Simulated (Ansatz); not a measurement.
The molecule MgCl, multiplicity 2 (the spin of the measured ground state).

D_e counts from the fitted minimum to each atom's lowest state at the same level, without counterpoise.

Correlated levels freeze the inner cores; with def2 sets outer-core shells near the valence are correlated too.

Run with Ansatz (Gaussian orbitals). 

PBE/def2-TZVPP gives 77.32 kcal/mol for the bond energy D_e.

Where do these levels fall relative to PBE: r2SCAN/def2-TZVPP, PBE0/def2-TZVPP, wB97M-V/def2-TZVPP, B2PLYP/def2-TZVPP, CCSD(T)/def2-QZVPP.

r2SCAN/def2-TZVPP 5.88; PBE0/def2-TZVPP 0.01; wB97M-V/def2-TZVPP -4.61; B2PLYP/def2-TZVPP -3.23; CCSD(T)/def2-QZVPP -1.74 kcal/mol. 2 of 5 lie above PBE; the widest gap is to r2SCAN/def2-TZVPP.

Ansatz is a first-principles code.
